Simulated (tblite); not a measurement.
Compound: C5H11BClN.
Numbering: `[CH3:1][B:2]([Cl:3])[NH:4][CH:5]1[CH2:6][CH2:7][CH2:8]1` (hydrogens: H9, H10, H11 on C1; H12 on N4; H13 on C5; H14, H15 on C6; H16, H17 on C7; H18, H19 on C8)

Computed with GFN2-xTB (tblite), gas phase: L-BFGS steps from a force-field or distance-geometry start until the largest atomic force falls under 0.01 eV/Å.

Step 24: E = -682.2132 eV
```
atom  x, y, z in Å  |  force x, y, z in eV/Å
C1      3.0081   -0.5672    0.3145    0.205  -0.177  -0.086
B2      1.8718    0.5120    0.1073    0.184  -0.155  -0.067
Cl3     1.9759    1.7611   -1.0976    0.227   0.046   0.011
N4      0.6468    0.3328    0.7264    0.067  -0.096  -0.085
C5     -0.5837    0.7556    0.1307   -0.212   0.128   0.140
C6     -1.1309   -0.2998   -0.8508   -0.239  -0.094  -0.033
C7     -2.3222   -0.5290    0.0880   -0.213  -0.043   0.147
C8     -1.8107    0.5803    1.0273   -0.288  -0.096   0.044
H9      2.5402   -1.5519    0.3434    0.053  -0.005   0.120
H10     3.6172   -0.4779    1.2084   -0.067   0.128   0.088
H11     3.6892   -0.5847   -0.5263    0.203   0.075  -0.120
H12     0.5040   -0.4530    1.3425    0.085   0.014   0.110
H13    -0.4577    1.7518   -0.2811    0.010   0.122  -0.085
H14    -1.3785    0.0563   -1.8429   -0.101   0.198  -0.068
H15    -0.4788   -1.1613   -0.9716    0.070  -0.043   0.070
H16    -3.3004   -0.3251   -0.3363   -0.035   0.020  -0.116
H17    -2.3504   -1.5249    0.5270    0.032   0.026   0.066
H18    -1.6000    0.2732    2.0540    0.042  -0.005  -0.140
H19    -2.4494    1.4610    1.0602   -0.023  -0.044   0.003
```

Step 25: E = -682.2328 eV
```
atom  x, y, z in Å  |  force x, y, z in eV/Å
C1      3.0225   -0.5654    0.3120    0.250  -0.126  -0.016
B2      1.8627    0.4912    0.0965    0.274  -0.212  -0.056
Cl3     1.9673    1.7435   -1.1090    0.195   0.010   0.040
N4      0.6428    0.3063    0.7232    0.056  -0.070  -0.123
C5     -0.5868    0.7437    0.1327   -0.129   0.140   0.181
C6     -1.1485   -0.3023   -0.8541   -0.111   0.106   0.021
C7     -2.3356   -0.5204    0.0952   -0.145  -0.112  -0.055
C8     -1.8148    0.5873    1.0307   -0.289  -0.195  -0.043
H9      2.5898   -1.5662    0.3583    0.043   0.049   0.054
H10     3.6191   -0.4440    1.2130   -0.083   0.124   0.048
H11     3.7185   -0.5647   -0.5197    0.112   0.040  -0.070
H12     0.5015   -0.4742    1.3458    0.082   0.000   0.096
H13    -0.4374    1.7415   -0.2671   -0.043   0.120  -0.135
H14    -1.3880    0.0807   -1.8391   -0.156   0.138  -0.047
H15    -0.4912   -1.1594   -0.9934   -0.034  -0.035   0.106
H16    -3.3126   -0.3265   -0.3344   -0.074   0.099  -0.089
H17    -2.3627   -1.5197    0.5181    0.044  -0.050   0.196
H18    -1.6090    0.2873    2.0589    0.049  -0.040  -0.100
H19    -2.4474    1.4705    1.0555   -0.038   0.014  -0.005
```

Step 26: E = -682.2519 eV
```
atom  x, y, z in Å  |  force x, y, z in eV/Å
C1      3.0359   -0.5682    0.3065    0.238  -0.042   0.064
B2      1.8588    0.4699    0.0830    0.256  -0.216  -0.022
Cl3     1.9764    1.7324   -1.1129    0.140  -0.020   0.052
N4      0.6408    0.2869    0.7173    0.034  -0.058  -0.135
C5     -0.5932    0.7367    0.1368   -0.002   0.088   0.122
C6     -1.1650   -0.3042   -0.8560    0.029   0.265   0.063
C7     -2.3499   -0.5162    0.1012   -0.050  -0.145  -0.233
C8     -1.8237    0.5896    1.0337   -0.183  -0.198  -0.111
H9      2.6301   -1.5792    0.3719    0.055   0.072  -0.013
H10     3.6140   -0.4125    1.2160   -0.064   0.097   0.006
H11     3.7441   -0.5495   -0.5172    0.041  -0.017  -0.010
H12     0.5024   -0.4853    1.3521    0.080   0.012   0.048
H13    -0.4249    1.7345   -0.2587   -0.099   0.091  -0.140
H14    -1.3969    0.1024   -1.8355   -0.190   0.055   0.004
H15    -0.5000   -1.1575   -1.0075   -0.158   0.019   0.127
H16    -3.3241   -0.3277   -0.3355   -0.111   0.137  -0.053
H17    -2.3725   -1.5174    0.5133    0.032  -0.106   0.276
H18    -1.6140    0.2980    2.0611    0.026  -0.089  -0.035
H19    -2.4482    1.4765    1.0534   -0.073   0.055  -0.009
```

**Question.** Estimate the geometry and energy of step 27. (The exact step hangs on the optimiser's Hessian estimate; all steps are aligned on step 26, rigid shifts and turns removed.)

**Answer.** E = -682.2703 eV, largest force 0.349 eV/Å
```
atom  x, y, z in Å  |  force x, y, z in eV/Å
C1      3.0568   -0.5708    0.3043    0.127   0.054   0.084
B2      1.8592    0.4445    0.0708    0.163  -0.148  -0.008
Cl3     1.9802    1.7206   -1.1202    0.103  -0.105   0.107
N4      0.6407    0.2626    0.7098    0.003  -0.013  -0.152
C5     -0.5989    0.7316    0.1430    0.120   0.011  -0.009
C6     -1.1817   -0.3011   -0.8581    0.131   0.316   0.069
C7     -2.3661   -0.5144    0.1029    0.046  -0.118  -0.298
C8     -1.8365    0.5893    1.0344   -0.008  -0.108  -0.125
H9      2.6729   -1.5893    0.3861    0.092   0.080  -0.066
H10     3.6126   -0.3814    1.2212   -0.015   0.069  -0.008
H11     3.7727   -0.5333   -0.5139   -0.005  -0.076   0.056
H12     0.5042   -0.5003    1.3582    0.075   0.042  -0.015
H13    -0.4118    1.7299   -0.2524   -0.156   0.000  -0.080
H14    -1.4113    0.1263   -1.8321   -0.189  -0.025   0.071
H15    -0.5133   -1.1549   -1.0199   -0.264   0.105   0.126
H16    -3.3385   -0.3258   -0.3379   -0.114   0.125  -0.013
H17    -2.3816   -1.5155    0.5146    0.006  -0.108   0.269
H18    -1.6196    0.3069    2.0618   -0.027  -0.135   0.006
H19    -2.4498    1.4843    1.0503   -0.089   0.034  -0.014
```

The energy changes by -0.0184 eV. The first-order estimate −F·Δx gives -0.0258 eV and the mean of the old and new forces, exact on a quadratic surface, -0.0184 eV. The step makes an angle of 72° with the force vector and moves no atom by more than 0.046 Å.

What follows is the cost of the whole relaxation. On an Arm Neoverse V1 with one thread, no GPU, shared host with 32 logical CPUs at a one-minute load of 20, this took 1.1 s of wall time.
